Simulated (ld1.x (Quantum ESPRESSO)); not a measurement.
## Building the TM potential for C (PBEsol, scalar-relativistic).

- Element: C
- Generator: ld1.x (Quantum ESPRESSO) 7.5
- Type: norm-conserving Troullier–Martins (Kleinman–Bylander form)
- Functional: PBEsol
- Relativity: scalar-relativistic
- Frozen core: [He]
- Valence charge: 4
- Reference configuration: 2s2 2p0 (charge +2)
- Partial waves: 2p (bound, empty): rc 1.30 bohr; 3d channel at 0.5 Ry: rc 0.78 bohr; 2s (bound): rc 1.20 bohr
- Local potential: the s channel
- Core correction: none

* Cutoffs needed: 35 Ry and 90 Ry (the cutoffs (Ry, on a coarse ladder) from which the occupation-weighted sum of valence levels, in a spherical-Bessel basis at the reference potential, stays within 10 and 1 mRy of its value at 400 Ry) The cutoffs count occupied waves only; the empty 2p level needs 50 Ry at the loose tolerance.
* Ghost test: no extra level below or beside the all-electron valence levels (p, d, s, f tested) (spherical-Bessel basis up to 400 Ry, 20 bohr box)
* Largest excitation error: +174 meV (all-electron minus pseudo) for 2s1 2p3, out of 7 test configurations
